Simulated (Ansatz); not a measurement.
Gas-phase electronic energies from Ansatz, PBE0-D4/def2-TZVP geometries. CCSD(T)/CBS is the MP2 limit (def2-TZVPP, def2-QZVPP) plus CCSD(T) − MP2 in def2-TZVPP, frozen cores. This one scheme is used for every species. Functionals use def2-TZVPP. B3LYP here is the variant with VWN-RPA as its local correlation; programs differ in this. For Mg outer-core shells are correlated without core-valence functions, which leaves a few kJ/mol of doubt a bond. Each species was taken in one conformer, which may not be the lowest.

Consider the cleavage of the Si–B bond: `BOB[SiH3]` + `[OH][Mg][Cl]` → `[SiH3][O][Mg][Cl]` + `BOB`.

`BOB[SiH3]`:

Cartesian coordinates in Å:
```
B 0.790 0.745 2.069
O 0.674 0.062 0.889
B -0.332 0.244 -0.021
Si -0.378 -0.844 -1.731
H -0.028 1.573 2.356
H 1.722 0.477 2.768
H -1.179 1.064 0.227
H -1.664 -1.596 -1.797
H 0.747 -1.808 -1.861
H -0.351 0.083 -2.899
```

`[OH][Mg][Cl]`:

```xyz
4

O    -0.060   -0.492    1.079
Mg   -0.020    0.247   -0.506
Cl   -0.022    1.180   -2.473
H     0.102   -0.935    1.900
```

`[SiH3][O][Mg][Cl]`:

```xyz
7

Si    0.289    1.245   -0.079
O    -0.076   -0.325    0.020
Mg   -0.477   -2.056    0.130
Cl   -0.966   -4.167    0.263
H    -0.579    2.056    0.824
H     1.707    1.493    0.309
H     0.101    1.754   -1.468
```

`BOB`:

Z-matrix (Å, degrees):
```
B
O 1 1.366
H 1 1.196 2 117.4
H 1 1.199 2 119.7 3 180.0
B 2 1.365 1 124.6 3 179.9
H 5 1.199 2 119.7 1 -0.1
H 5 1.196 2 117.4 1 180.0
```

| level | ΔE (kJ/mol) | difference from CCSD(T)/CBS |
| --- | --- | --- |
| PBE-D4 | -119.9 | 26.0 |
| revPBE-D4 | -121.0 | 24.9 |
| B97M-V | -142.0 | 3.9 |
| PBE0-D4 | -129.0 | 16.9 |
| r2SCAN0-D4 | -142.6 | 3.3 |
| BHLYP-D4 | -153.4 | -7.5 |
| ωB97X-V | -139.9 | 6.0 |
| r2SCAN | -139.0 | 6.9 |
| PBE0 | -129.7 | 16.2 |
| B3LYP | -142.9 | 3.0 |
| CAM-B3LYP | -146.6 | -0.7 |
| RPA@PBE/def2-TZVPP | -147.0 | -1.1 |
| HF/def2-SVP | -161.1 | -15.2 |
| MP2/def2-SVP | -147.8 | -1.9 |
| CCSD/def2-TZVPP | -147.5 | -1.6 |
| SCS-MP2/def2-QZVPP | -157.5 | -11.6 |
| CCSD(T)/CBS | -145.9 | 0 |

Largest T1 diagnostic among the species: 0.013.

From PBE to PBE0 (25 % exact exchange), in def2-TZVPP and without D4, ΔE moves by −9.1 kJ/mol. In def2-TZVPP, CCSD(T) changes the Hartree–Fock value by +24.2 kJ/mol (the triples alone add +2.6 kJ/mol) and MP2 by +16.5 kJ/mol.
